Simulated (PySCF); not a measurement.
C2HF5S.
Numbering: `[CH:1]#[C:2][S:3]([F:4])([F:5])([F:6])([F:7])[F:8]` (hydrogens: H9 on C1)

Geometry (PBE0-D3(BJ)/def2-SVP, Å), atoms numbered from 1 in this order:
```
atom  x, y, z in Å
C1     2.069   -0.288   -0.575
C2     0.917   -0.132   -0.256
S3    -0.737    0.103    0.201
F4    -1.242   -0.702   -1.082
F5    -0.803    1.465   -0.629
F6    -0.732   -1.251    1.048
F7    -0.293    0.916    1.502
F8    -2.262    0.321    0.623
H9     3.099   -0.425   -0.856
```

All values: CAM-B3LYP/def2-SVPD (PySCF, non-relativistic), on one gas-phase PBE0-D3(BJ)/def2-SVP geometry that isn't relaxed in the solvent. The solvent is an IEF-PCM continuum (van der Waals radii × 1.2), and excitations are vertical TDDFT with non-equilibrium linear response and a frozen core. Specific hydrogen bonds and non-electrostatic terms are outside this model.

Gas-phase singlets (H = HOMO, L = LUMO):

| state | E (eV) | λ (nm) | f | leading configurations |
| --- | --- | --- | --- | --- |
| S1 | 6.441 | 193 | 0.000 | H→L+1 48%, H-1→L+2 48% |
| S2 | 6.725 | 184 | 0.000 | H-1→L+1 48%, H→L+2 48% |
| S3 | 6.726 | 184 | 0.000 | H-1→L+2 48%, H→L+1 48% |
| S4 | 7.027 | 176 | 0.001 | H-1→L 71%, H→L 24% |
| S5 | 7.027 | 176 | 0.001 | H→L 71%, H-1→L 24% |

How does the list change in benzene (ε = 2.271)?

```csv
state,E (eV),λ (nm),f,leading configurations,change by rank (eV)
S1,6.456,192,0.000,"H→L+1 48%, H-1→L+2 48%",+0.015
S2,6.727,184,0.000,"H-1→L+1 47%, H→L+2 47%",+0.002
S3,6.727,184,0.000,"H-1→L+2 47%, H→L+1 47%",+0.001
S4,6.901,180,0.002,"H-1→L 80%, H→L 15%",-0.126
S5,6.901,180,0.002,"H→L 80%, H-1→L 15%",-0.126
```

What are the lowest 5 singlets in chloroform (ε = 4.711)?

```tsv
state	E (eV)	λ (nm)	f	leading configurations	change by rank (eV)
S1	6.466	192	0.000	H→L+1 48%, H-1→L+2 47%	+0.025
S2	6.738	184	0.000	H-1→L+1 47%, H→L+2 47%	+0.013
S3	6.738	184	0.000	H-1→L+2 48%, H→L+1 47%	+0.012
S4	6.835	181	0.002	H-1→L 89%	-0.192
S5	6.835	181	0.002	H→L 89%	-0.192
```

How do the frontier levels move from gas to chloroform?

```json
{"orbital": "LUMO+2", "gas (eV)": "0.53", "solvent (eV)": "0.71", "change (eV)": "+0.18"}
{"orbital": "LUMO+1", "gas (eV)": "0.53", "solvent (eV)": "0.71", "change (eV)": "+0.18"}
{"orbital": "LUMO", "gas (eV)": "-0.40", "solvent (eV)": "-0.44", "change (eV)": "-0.04"}
{"orbital": "HOMO", "gas (eV)": "-10.99", "solvent (eV)": "-10.82", "change (eV)": "+0.17"}
{"orbital": "HOMO-1", "gas (eV)": "-10.99", "solvent (eV)": "-10.82", "change (eV)": "+0.17"}
{"orbital": "HOMO-2", "gas (eV)": "-13.72", "solvent (eV)": "-13.78", "change (eV)": "-0.06"}
{"orbital": "HOMO-3", "gas (eV)": "-14.00", "solvent (eV)": "-14.01", "change (eV)": "-0.01"}
```

The HOMO–LUMO gap goes from 10.59 to 10.38 eV.

The run took about 50 s of CPU time (one thread, shared machine). This is the whole response run at CAM-B3LYP/def2-SVPD in chloroform, SCF included.
